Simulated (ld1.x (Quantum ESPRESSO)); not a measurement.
## Which change was made? (Mn, ultrasoft)

* Element: manganese
* Generator: ld1.x (Quantum ESPRESSO) 7.5
* Type: ultrasoft
* Functional: PBE
* Relativity: fully relativistic
* Frozen core: [Ar]
* Valence charge: 7
* Reference configuration: 3d5 4s0 4p0 (charge +2)
* Partial waves: 4s (bound, empty): rcut 1.60, rcutus 2.15 bohr; 4s channel at -1.1 Ry: rcut 1.60, rcutus 2.15 bohr; 4p (bound, empty): rcut 1.80, rcutus 2.15 bohr; 4p channel at 2.5 Ry: rcut 1.80, rcutus 2.15 bohr; 3d (bound): rcut 1.05, rcutus 1.30 bohr; 3d channel at 1.05 Ry: rcut 1.05, rcutus 1.30 bohr
* Local potential: all-electron potential smoothed inside 1.15 bohr (lloc = -1)
* Core correction: Bessel-smoothed model core inside 0.70 bohr
* Augmentation charge: built from norm-conserving waves at rcut, not smoothed further

Open shells are filled in proportion to 2j + 1 (rel_dist='average').

Cutoffs, loose and tight: the cutoffs (Ry, on a coarse ladder) from which the occupation-weighted sum of valence levels, in a spherical-Bessel basis at the reference potential, stays within 10 and 1 mRy of its value at 400 Ry. They do not see the model core or the augmentation charge, which bear on the density cutoff. Test errors are all-electron minus pseudo excitation energies from the reference, over the configurations 3d5 4s2 4p0; 3d5 4s1 4p0; 3d4 4s0 4p0; 3d6 4s1 4p0; 3d5.5 4s1.5 4p0; 3d6 4s0 4p0; 3d4 4s2 4p0; variants that change the core or the reference have their own tests. The largest error is taken over the tests solved by every variant that gives reliable tests at all, those not shown here included: 3d4 4s0 4p0; 3d5 4s1 4p0; 3d5 4s2 4p0.

The base gives: outcome: generated; cutoff, loose: 60 Ry; cutoff, tight: 110 Ry; bound ghosts: s, p3/2, p1/2; largest test error (meV): -326.

**Question.** After one change the result is: outcome: generated; cutoff, loose: 35 Ry; cutoff, tight: 55 Ry; bound ghosts: s, p3/2, p1/2; largest test error (meV): -331. Which change was it?
A. waves 3d (bound): rcut 1.05, rcutus 1.76 bohr; 3d channel at 1.05 Ry: rcut 1.05, rcutus 1.76 bohr
B. waves 3d (bound): rcut 1.05, rcutus 1.18 bohr; 3d channel at 1.05 Ry: rcut 1.05, rcutus 1.18 bohr
C. waves 3d (bound): rcut 1.05, rcutus 1.98 bohr; 3d channel at 1.05 Ry: rcut 1.05, rcutus 1.98 bohr
D. waves 3d (bound): rcut 0.82, rcutus 0.86 bohr; 3d channel at 1.05 Ry: rcut 0.82, rcutus 0.86 bohr

**Answer.** A. The others give: waves 3d (bound): rcut 0.82, rcutus 0.86 bohr; 3d channel at 1.05 Ry: rcut 0.82, rcutus 0.86 bohr → outcome: generated; cutoff, loose: 140 Ry; cutoff, tight: 230 Ry; bound ghosts: s, p3/2, p1/2; largest test error (meV): -333 | waves 3d (bound): rcut 1.05, rcutus 1.98 bohr; 3d channel at 1.05 Ry: rcut 1.05, rcutus 1.98 bohr → outcome: generated; cutoff, loose: 30 Ry; cutoff, tight: 40 Ry; bound ghosts: s, p3/2, p1/2; largest test error (meV): -334 | waves 3d (bound): rcut 1.05, rcutus 1.18 bohr; 3d channel at 1.05 Ry: rcut 1.05, rcutus 1.18 bohr → outcome: generated; cutoff, loose: 80 Ry; cutoff, tight: 140 Ry; bound ghosts: s, p3/2, p1/2; largest test error (meV): -326.
